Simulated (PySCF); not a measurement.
C2H8N2Si2, SMILES N[Si@@H]1C=N[C@H]1[SiH3].

Geometry optimised at PBE0-D3(BJ)/def2-SVP. The structure was generated by enumeration; whether it is a known compound was not checked. The values are those of a single conformer.

Computed with TDA-M06-2X/def2-SVPD (PySCF 2.14.0).

Vertical excitations. Gas-phase values at a fixed geometry.

```tsv
state	energy (eV)	λ (nm)	f	main pairs
S1	3.99	310	0.001	HOMO→LUMO 83 %
S2	5.34	232	0.000	HOMO−1→LUMO 88 %
S3	6.63	187	0.008	HOMO→LUMO+2 36 %, HOMO−2→LUMO 14 %, HOMO→LUMO+4 14 %, HOMO−1→LUMO+1 8 %
S4	6.67	186	0.064	HOMO−1→LUMO+1 24 %, HOMO−2→LUMO 24 %, HOMO→LUMO+1 20 %, HOMO−3→LUMO 10 %
S5	6.82	182	0.011	HOMO→LUMO+1 34 %, HOMO−1→LUMO+1 20 %, HOMO→LUMO+3 14 %, HOMO−3→LUMO 9 %
S6	6.87	180	0.035	HOMO−2→LUMO 42 %, HOMO→LUMO+2 29 %
S7	6.89	180	0.002	HOMO→LUMO+3 53 %, HOMO→LUMO+1 15 %, HOMO→LUMO+7 9 %
S8	7.29	170	0.044	HOMO−1→LUMO+2 68 %, HOMO−1→LUMO+4 12 %
S9	7.42	167	0.031	HOMO−1→LUMO+3 51 %, HOMO→LUMO+4 8 %
S10	7.46	166	0.034	HOMO−3→LUMO 25 %, HOMO−1→LUMO+1 19 %, HOMO→LUMO+4 16 %, HOMO→LUMO+2 7 %
T1	3.26	380	0	HOMO→LUMO 79 %, HOMO→LUMO+1 13 %
T2	4.62	268	0	HOMO−1→LUMO 39 %, HOMO−2→LUMO 35 %, HOMO−2→LUMO+1 7 %
T3	5.28	235	0	HOMO−1→LUMO 47 %, HOMO−2→LUMO 31 %
T4	6.41	193	0	HOMO−1→LUMO+1 32 %, HOMO−3→LUMO 18 %, HOMO→LUMO+1 10 %, HOMO→LUMO+2 8 %
```
Triplets are in the Tamm–Dancoff approximation.
